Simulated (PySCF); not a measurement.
C2H9AsIn (SMILES [CH3][In]([CH3])<-[AsH3]), doublet, geometry from GFN2-xTB (such geometries of metal compounds can be far from the true shape) (the spin is typed, not shown lowest) (all electrons, no relativity); PBE0/STO-3G run with PySCF.

Input for PySCF:
```python
from pyscf import gto, scf, dft

mol = gto.Mole()
mol.atom = '''
    In    0.465815    0.632368    0.834164
    C     1.432206    1.909148   -0.926994
    H     2.511759    1.800166   -0.998921
    H     1.173884    2.953828   -0.766376
    H     0.959875    1.548186   -1.840371
    C    -1.795812    1.062607    1.437404
    H    -2.380621    0.165738    1.236973
    H    -2.119426    1.868714    0.781729
    H    -1.914424    1.358995    2.476849
    As   -0.555110   -1.558733   -1.248882
    H    -0.599480   -2.480421   -0.067441
    H     0.904863   -1.856220   -1.403408
    H    -0.861100   -2.737350   -2.142429
'''
mol.basis = 'sto-3g'
mol.charge = 0
mol.spin = 1
mol.verbose = 4
mol.build()

mf = dft.UKS(mol)
mf.xc = 'pbe0'
mf.diis = False
mf.max_cycle = 100
mf.kernel()
```

What the program printed (banner, timings and long lists left out):

```
PySCF version 2.14.0

[INPUT] verbose = 4
[INPUT] num. atoms = 13
[INPUT] num. electrons = 103
[INPUT] charge = 0
[INPUT] spin (= nelec alpha-beta = 2S) = 1
[INPUT] symmetry False subgroup None
[INPUT] Mole.unit = angstrom
[INPUT] Symbol           X                Y                Z      unit          X                Y                Z       unit  Magmom
[INPUT]  1 In     0.465815000000   0.632368000000   0.834164000000 AA    0.880262774714   1.195002329939   1.576341502972 Bohr   0.0
[INPUT]  2 C      1.432206000000   1.909148000000  -0.926994000000 AA    2.706477093959   3.607766851261  -1.751764779115 Bohr   0.0
[INPUT]  3 H      2.511759000000   1.800166000000  -0.998921000000 AA    4.746536600911   3.401820718754  -1.887687110077 Bohr   0.0
[INPUT]  4 H      1.173884000000   2.953828000000  -0.766376000000 AA    2.218319262009   5.581925939072  -1.448240748440 Bohr   0.0
[INPUT]  5 H      0.959875000000   1.548186000000  -1.840371000000 AA    1.813900863817   2.925647529886  -3.477797157592 Bohr   0.0
[INPUT]  6 C     -1.795812000000   1.062607000000   1.437404000000 AA   -3.393592851207   2.008036208046   2.716299890354 Bohr   0.0
[INPUT]  7 H     -2.380621000000   0.165738000000   1.236973000000 AA   -4.498721696388   0.313199428433   2.337540193482 Bohr   0.0
[INPUT]  8 H     -2.119426000000   1.868714000000   0.781729000000 AA   -4.005134681282   3.531357665140   1.477253713630 Bohr   0.0
[INPUT]  9 H     -1.914424000000   1.358995000000   2.476849000000 AA   -3.617737046294   2.568128354653   4.680566261903 Bohr   0.0
[INPUT] 10 As    -0.555110000000  -1.558733000000  -1.248882000000 AA   -1.049005869007  -2.945578471322  -2.360044941899 Bohr   0.0
[INPUT] 11 H     -0.599480000000  -2.480421000000  -0.067441000000 AA   -1.132853017154  -4.687316363620  -0.127445019567 Bohr   0.0
[INPUT] 12 H      0.904863000000  -1.856220000000  -1.403408000000 AA    1.709943250252  -3.507747426940  -2.652056761024 Bohr   0.0
[INPUT] 13 H     -0.861100000000  -2.737350000000  -2.142429000000 AA   -1.627243165863  -5.172841807078  -4.048604051326 Bohr   0.0

nuclear repulsion = 621.50931916347
number of shells = 34
number of NR pGTOs = 192
number of NR cGTOs = 64
basis = sto-3g
ecp = {}

******** <class 'pyscf.dft.uks.UKS'> ********
method = UKS
initial guess = minao
damping factor = 0
level_shift factor = 0
DIIS disabled
SCF conv_tol = 1e-09
SCF conv_tol_grad = None
SCF max_cycles = 100
direct_scf = True
direct_scf_tol = 1e-13
number electrons alpha = 52  beta = 51
XC library pyscf.dft.libxc version 7.1.2
    S. Lehtola, C. Steigemann, M. J. T. Oliveira, and M. A. L. Marques,  SoftwareX 7, 1–5 (2018)
XC functionals = pbe0
    C. Adamo and V. Barone,  J. Chem. Phys. 110, 6158 (1999)
    M. Ernzerhof and G. E. Scuseria,  J. Chem. Phys. 110, 5029 (1999)
radial grids:
    Treutler-Ahlrichs [JCP 102, 346 (1995); DOI:10.1063/1.469408] (M4) radial grids

becke partition: Becke, JCP 88, 2547 (1988); DOI:10.1063/1.454033
pruning grids: <function nwchem_prune>
grids dens level: 3
symmetrized grids: False
atomic radii adjust function: <function treutler_atomic_radii_adjust>
small_rho_cutoff = 0
Set gradient conv threshold to 3.16228e-05
tot grids = 158808
init E= -7957.34573839147

cycle= 1 E= -7975.21263594437  delta_E= -17.9  |g|= 0.498  |ddm|= 2.81
cycle= 2 E= -7975.39175423607  delta_E= -0.179  |g|= 0.248  |ddm|= 1.52
cycle= 3 E= -7975.43050277918  delta_E= -0.0387  |g|= 0.158  |ddm|= 0.855
cycle= 4 E= -7975.44501135981  delta_E= -0.0145  |g|= 0.105  |ddm|= 0.525
cycle= 5 E= -7975.45053363816  delta_E= -0.00552  |g|= 0.0756  |ddm|= 0.353
cycle= 6 E= -7975.45290404615  delta_E= -0.00237  |g|= 0.0585  |ddm|= 0.25
cycle= 7 E= -7975.45369577572  delta_E= -0.000792  |g|= 0.0526  |ddm|= 0.195
cycle= 8 E= -7975.4537460835  delta_E= -5.03e-05  |g|= 0.054  |ddm|= 0.175
cycle= 9 E= -7975.4531958874  delta_E= 0.00055  |g|= 0.0615  |ddm|= 0.182
cycle= 10 E= -7975.45222774957  delta_E= 0.000968  |g|= 0.0722  |ddm|= 0.206
cycle= 11 E= -7975.45043610824  delta_E= 0.00179  |g|= 0.0881  |ddm|= 0.246
cycle= 12 E= -7975.44798659854  delta_E= 0.00245  |g|= 0.106  |ddm|= 0.297
cycle= 13 E= -7975.44359386465  delta_E= 0.00439  |g|= 0.132  |ddm|= 0.365
cycle= 14 E= -7975.43780583609  delta_E= 0.00579  |g|= 0.16  |ddm|= 0.447
cycle= 15 E= -7975.42695655304  delta_E= 0.0108  |g|= 0.202  |ddm|= 0.555
cycle= 16 E= -7975.41292404569  delta_E= 0.014  |g|= 0.247  |ddm|= 0.685
cycle= 17 E= -7975.38488643315  delta_E= 0.028  |g|= 0.314  |ddm|= 0.858
cycle= 18 E= -7975.34821735436  delta_E= 0.0367  |g|= 0.387  |ddm|= 1.07
cycle= 19 E= -7975.2677782835  delta_E= 0.0804  |g|= 0.503  |ddm|= 1.36
cycle= 20 E= -7975.14796655864  delta_E= 0.12  |g|= 0.639  |ddm|= 1.72
cycle= 21 E= -7974.86564983984  delta_E= 0.282  |g|= 0.845  |ddm|= 2.21
cycle= 22 E= -7974.3767079256  delta_E= 0.489  |g|=  1.1  |ddm|= 2.82
cycle= 23 E= -7973.36359738693  delta_E= 1.01  |g|= 1.36  |ddm|= 3.74
cycle= 24 E= -7959.2219388862  delta_E= 14.1  |g|=  1.7  |ddm|= 7.83
cycle= 25 E= -7950.40270912033  delta_E= 8.82  |g|= 0.907  |ddm|= 11.5
cycle= 26 E= -7949.96956826843  delta_E= 0.433  |g|=    1  |ddm|= 12.5
cycle= 27 E= -7949.94647978375  delta_E= 0.0231  |g|= 0.992  |ddm|= 12.6
cycle= 28 E= -7949.71371023  delta_E= 0.233  |g|= 1.07  |ddm|= 12.6
cycle= 29 E= -7949.81355800205  delta_E= -0.0998  |g|= 1.03  |ddm|= 12.6
cycle= 30 E= -7949.62698674905  delta_E= 0.187  |g|= 1.09  |ddm|= 12.7
cycle= 31 E= -7949.754930988  delta_E= -0.128  |g|= 1.05  |ddm|= 12.7
cycle= 32 E= -7949.58778821113  delta_E= 0.167  |g|=  1.1  |ddm|= 12.7
cycle= 33 E= -7949.71530266704  delta_E= -0.128  |g|= 1.06  |ddm|= 12.7
cycle= 34 E= -7949.55968625114  delta_E= 0.156  |g|= 1.11  |ddm|= 12.7
cycle= 35 E= -7949.67811003483  delta_E= -0.118  |g|= 1.07  |ddm|= 12.7
cycle= 36 E= -7949.53246822227  delta_E= 0.146  |g|= 1.11  |ddm|= 12.7
cycle= 37 E= -7949.63990075678  delta_E= -0.107  |g|= 1.08  |ddm|= 12.7
cycle= 38 E= -7949.5044848666  delta_E= 0.135  |g|= 1.12  |ddm|= 12.7
cycle= 39 E= -7949.60171364519  delta_E= -0.0972  |g|= 1.09  |ddm|= 12.7
cycle= 40 E= -7949.4767168519  delta_E= 0.125  |g|= 1.12  |ddm|= 12.7
cycle= 41 E= -7949.56553386283  delta_E= -0.0888  |g|=  1.1  |ddm|= 12.7
cycle= 42 E= -7949.450572458  delta_E= 0.115  |g|= 1.13  |ddm|= 12.7
cycle= 43 E= -7949.53291486281  delta_E= -0.0823  |g|= 1.11  |ddm|= 12.7
cycle= 44 E= -7949.4270956337  delta_E= 0.106  |g|= 1.13  |ddm|= 12.7
cycle= 45 E= -7949.50466465825  delta_E= -0.0776  |g|= 1.11  |ddm|= 12.8
cycle= 46 E= -7949.4068149411  delta_E= 0.0978  |g|= 1.14  |ddm|= 12.8
cycle= 47 E= -7949.48093839505  delta_E= -0.0741  |g|= 1.12  |ddm|= 12.8
cycle= 48 E= -7949.38981282937  delta_E= 0.0911  |g|= 1.14  |ddm|= 12.8
cycle= 49 E= -7949.46146787258  delta_E= -0.0717  |g|= 1.12  |ddm|= 12.8
cycle= 50 E= -7949.37588129737  delta_E= 0.0856  |g|= 1.14  |ddm|= 12.8
cycle= 51 E= -7949.44576731786  delta_E= -0.0699  |g|= 1.12  |ddm|= 12.8
cycle= 52 E= -7949.36466253958  delta_E= 0.0811  |g|= 1.15  |ddm|= 12.8
cycle= 53 E= -7949.43327408609  delta_E= -0.0686  |g|= 1.13  |ddm|= 12.8
cycle= 54 E= -7949.35574700671  delta_E= 0.0775  |g|= 1.15  |ddm|= 12.8
cycle= 55 E= -7949.42343340974  delta_E= -0.0677  |g|= 1.13  |ddm|= 12.8
cycle= 56 E= -7949.34873283649  delta_E= 0.0747  |g|= 1.15  |ddm|= 12.8
cycle= 57 E= -7949.41574233577  delta_E= -0.067  |g|= 1.13  |ddm|= 12.8
cycle= 58 E= -7949.34325688883  delta_E= 0.0725  |g|= 1.15  |ddm|= 12.8
cycle= 59 E= -7949.40976750363  delta_E= -0.0665  |g|= 1.13  |ddm|= 12.8
cycle= 60 E= -7949.33900712866  delta_E= 0.0708  |g|= 1.15  |ddm|= 12.8
cycle= 61 E= -7949.40514776983  delta_E= -0.0661  |g|= 1.13  |ddm|= 12.8
cycle= 62 E= -7949.33572415069  delta_E= 0.0694  |g|= 1.15  |ddm|= 12.8
cycle= 63 E= -7949.40158901477  delta_E= -0.0659  |g|= 1.13  |ddm|= 12.8
cycle= 64 E= -7949.33319714651  delta_E= 0.0684  |g|= 1.15  |ddm|= 12.8
cycle= 65 E= -7949.39885560461  delta_E= -0.0657  |g|= 1.13  |ddm|= 12.8
cycle= 66 E= -7949.33125754872  delta_E= 0.0676  |g|= 1.15  |ddm|= 12.8
cycle= 67 E= -7949.39676102291  delta_E= -0.0655  |g|= 1.13  |ddm|= 12.8
cycle= 68 E= -7949.32977215235  delta_E= 0.067  |g|= 1.15  |ddm|= 12.8
cycle= 69 E= -7949.39515896107  delta_E= -0.0654  |g|= 1.13  |ddm|= 12.8
cycle= 70 E= -7949.32863662299  delta_E= 0.0665  |g|= 1.15  |ddm|= 12.8
cycle= 71 E= -7949.39393544014  delta_E= -0.0653  |g|= 1.13  |ddm|= 12.8
cycle= 72 E= -7949.32776978717  delta_E= 0.0662  |g|= 1.15  |ddm|= 12.8
cycle= 73 E= -7949.39300214006  delta_E= -0.0652  |g|= 1.13  |ddm|= 12.8
cycle= 74 E= -7949.32710881705  delta_E= 0.0659  |g|= 1.15  |ddm|= 12.8
cycle= 75 E= -7949.3922909088  delta_E= -0.0652  |g|= 1.13  |ddm|= 12.8
cycle= 76 E= -7949.32660527959  delta_E= 0.0657  |g|= 1.15  |ddm|= 12.8
cycle= 77 E= -7949.39174933007  delta_E= -0.0651  |g|= 1.13  |ddm|= 12.8
cycle= 78 E= -7949.3262219565  delta_E= 0.0655  |g|= 1.15  |ddm|= 12.8
cycle= 79 E= -7949.3913371953  delta_E= -0.0651  |g|= 1.13  |ddm|= 12.8
cycle= 80 E= -7949.32593031849  delta_E= 0.0654  |g|= 1.15  |ddm|= 12.8
cycle= 81 E= -7949.39102372489  delta_E= -0.0651  |g|= 1.13  |ddm|= 12.8
cycle= 82 E= -7949.32570854011  delta_E= 0.0653  |g|= 1.15  |ddm|= 12.8
cycle= 83 E= -7949.39078539623  delta_E= -0.0651  |g|= 1.13  |ddm|= 12.8
cycle= 84 E= -7949.32553995061  delta_E= 0.0652  |g|= 1.15  |ddm|= 12.8
cycle= 85 E= -7949.39060425697  delta_E= -0.0651  |g|= 1.13  |ddm|= 12.8
cycle= 86 E= -7949.3254118326  delta_E= 0.0652  |g|= 1.15  |ddm|= 12.8
cycle= 87 E= -7949.39046662046  delta_E= -0.0651  |g|= 1.13  |ddm|= 12.8
cycle= 88 E= -7949.32531449418  delta_E= 0.0652  |g|= 1.15  |ddm|= 12.8
cycle= 89 E= -7949.39036206152  delta_E= -0.065  |g|= 1.13  |ddm|= 12.8
cycle= 90 E= -7949.3252405552  delta_E= 0.0651  |g|= 1.15  |ddm|= 12.8
cycle= 91 E= -7949.39028264441  delta_E= -0.065  |g|= 1.13  |ddm|= 12.8
cycle= 92 E= -7949.32518439943  delta_E= 0.0651  |g|= 1.15  |ddm|= 12.8
cycle= 93 E= -7949.39022233203  delta_E= -0.065  |g|= 1.13  |ddm|= 12.8
cycle= 94 E= -7949.32514175511  delta_E= 0.0651  |g|= 1.15  |ddm|= 12.8
cycle= 95 E= -7949.3901765336  delta_E= -0.065  |g|= 1.13  |ddm|= 12.8
cycle= 96 E= -7949.32510937467  delta_E= 0.0651  |g|= 1.15  |ddm|= 12.8
cycle= 97 E= -7949.3901417596  delta_E= -0.065  |g|= 1.13  |ddm|= 12.8
cycle= 98 E= -7949.3250847896  delta_E= 0.0651  |g|= 1.15  |ddm|= 12.8
cycle= 99 E= -7949.39011535809  delta_E= -0.065  |g|= 1.13  |ddm|= 12.8
cycle= 100 E= -7949.32506612454  delta_E= 0.065  |g|= 1.15  |ddm|= 12.8
SCF not converged.
SCF energy = -7949.32506612454 after 100 cycles  <S^2> = 0.75180514  2S+1 = 2.0018043
```

Convergence was not reached.
